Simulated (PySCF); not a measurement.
# From computed data to an observable: refractive index and permittivity of the vapour

Mo(NH)(S)(Cl)(SH) (ClH2MoNS2), SMILES [Cl][Mo]([SH])(=[NH])=[S], multiplicity 1.

Geometry optimised at PBE0-D3(BJ)/def2-SVP. The multiplicity is an assumed one; no other spin state was optimised. The structure was generated by enumeration; whether it is a known compound was not checked. The def2 effective core potentials stand for the cores of Mo; spin–orbit coupling is left out. Other conformers were not sampled.

PySCF with PBE/def2-TZVP gives a mean static polarisability of 103.4 bohr³ and a dipole moment of 1.43 D. Take an ideal gas at 298.15 K and 1 bar, whether or not the substance is that volatile.

Work out n − 1 in the optical limit and the static ε − 1.


Polarisability volume α' = 103.4 × 0.148185 = 15.32 Å³. Number density N = p/kT = 2.43e-5 Å⁻³.
Dilute limit of Lorentz–Lorenz: n − 1 = 2π N α' = 0.0023.
Orientation term of Debye: μ²/(3kT) = 8.098 Å³ × μ²(D²) = 16.56 Å³.
ε − 1 = 4π N (α' + μ²/3kT) = 0.0097. Orientation of the dipole supplies 52 % of the static response; it can't follow optical fields. Vibrational polarisation and dispersion are left out.
